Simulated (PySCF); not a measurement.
Identify the unknown among the candidates.

All candidates are C8H16N (charge +1).

| technique | computed result |
| --- | --- |
| 13C NMR | chemical shifts (computed TMS as zero) by class: 67.3 (4 C), 26.9 (4 C) ppm [GIAO PBE0/pcSseg-1] |
| 1H NMR | chemical shifts (computed TMS as zero) by class: 3.43 (8 H), 2.49 (8 H) ppm [GIAO PBE0/pcSseg-1] |
| NMR, other nuclei | isotropic shieldings of nuclei other than C and H, by class: 162 (1 N) ppm [GIAO PBE0/pcSseg-1] |
| Rotational structure | rotational constants A, B, C: 3.334, 1.247, 1.199 GHz [GFN2-xTB] |

Gas-phase values; electronic properties from PySCF, density fitting. Levels stand in brackets. The structure is a single GFN2-xTB conformer in the gas phase; no vibrational or solvent corrections. NMR classes are plain means over equivalent atoms (diastereotopic ones count apart unless rotation or inversion swaps them), as if these changed places fast.

Question: Which candidate is it?
A. `C=CCC[N+]1(C)CCC1`
B. `C=C[C@@H]1CCC[N+]1(C)C`
C. `C1CC[N+]2(C1)CCCC2`

Answer: C. It is `C1CC[N+]2(C1)CCCC2`. Numbering: `[CH2:1]1[CH2:2][CH2:3][N+:4]2([CH2:5]1)[CH2:6][CH2:7][CH2:8][CH2:9]2`. 8 carbons fall into 2 classes; from least to most shielded: ring sp3 carbon bound to nitrogen [C3/C5/C6/C9] (67.3 ppm, 4 C, up to 3.9 ppm apart in this geometry), ring CH2 carbon [C1/C2/C7/C8] (26.9 ppm, 4 C, up to 5.3 ppm apart in this geometry). Hydrogen classes from least to most shielded: 8 H on 4 like atoms (sp3 carbon bound to nitrogen), C3/C5/C6/C9 (3.43 ppm, a mean of values up to 0.9 ppm apart in this geometry), 8 H on 4 ring CH2 carbons, C1/C2/C7/C8 (2.49 ppm). The other shieldings belong to: 162 ppm, ammonium nitrogen [N4]. The optimised geometry has point group C1 and is an asymmetric top.

The others, at the same levels:
- `C=CCC[N+]1(C)CCC1` fails: it has 7 carbon classes against 2; its computed 13C shifts are 139.2 (1 C), 133.3 (1 C), 67.3 (1 C), 66.8 (2 C), 48.5 (1 C), 35.6 (1 C), 14.8 (1 C) ppm, 1H shifts are 6.07 (1 H), 6.01 (1 H), 5.99 (1 H), 4.33 (2 H), 3.96 (2 H), 3.29 (2 H), 3.13 (3 H), 2.91 (1 H), 2.82 (2 H), 2.65 (1 H) ppm and rotational constant A is 2.771 GHz (against 3.334 GHz).
- `C=C[C@@H]1CCC[N+]1(C)C` fails: it has 8 carbon classes against 2; its computed 13C shifts are 139.4 (1 C), 136.4 (1 C), 83.2 (1 C), 71.0 (1 C), 56.5 (1 C), 51.0 (1 C), 37.1 (1 C), 28.0 (1 C) ppm, 1H shifts are 6.40 (1 H), 6.15 (1 H), 5.98 (1 H), 3.92 (1 H), 3.56 (1 H), 3.32 (1 H), 3.13 (3 H), 2.97 (3 H), 2.80 (1 H), 2.49 (1 H), 2.41 (1 H), 2.31 (1 H) ppm and rotational constant A is 2.147 GHz (against 3.334 GHz).

Each candidate is one conformer, not necessarily the lowest. The conformers computed, where there is a choice (atom-mapped SMILES and torsion angles):
- `[CH2:1]=[CH:2][CH2:3][CH2:4][N+:5]1([CH3:6])[CH2:7][CH2:8][CH2:9]1`: C1–C2–C3–C4 123°, C2–C3–C4–N5 -61°, C3–C4–N5–C6 -56°

The conformers of `C1CC[N+]2(C1)CCCC2` and `C=C[C@@H]1CCC[N+]1(C)C` aren't listed.
